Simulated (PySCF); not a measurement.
## Correlation energy of Tb(3+) (terbium, charge +3)

[Xe] 4f8, high-spin 7F determinant. Calculation: PySCF 2.14, in x2c-TZVPPall (11s7p7d4f2g, 113 functions); scalar relativity by spin-free X2C-1e. Frozen: [Ar] 3d10; 34 electrons correlated.

MP2 pair energies summed by pair of shells (mhartree):

```csv
pair,energy,share (%)
4d-4f,-268.83,23.0
4f-4f,-172.39,14.7
4f-5p,-150.42,12.9
4d-4d,-143.45,12.3
5p-5p,-121.36,10.4
4d-5p,-80.99,6.9
4p-4d,-44.10,3.8
4f-5s,-32.41,2.8
5s-5p,-32.31,2.8
4p-4f,-29.13,2.5
4d-5s,-25.99,2.2
4s-4d,-16.85,1.4
4s-4f,-12.15,1.0
4p-4p,-11.35,1.0
4p-5p,-9.64,0.8
5s-5s,-6.10,0.5
4p-5s,-5.06,0.4
4s-4p,-4.67,0.4
4s-4s,-1.43,0.1
4s-5p,-1.03,0.1
4s-5s,-0.87,0.1
```

Total MP2 correlation energy: -1170.5 mhartree.

Same-spin part -469.34 and opposite-spin part -701.18 mhartree; SCS-MP2 scales them by 1/3 and 6/5 to -997.86 mhartree.

This basis was not built for core-valence correlation, so the inner-shell part is incomplete.
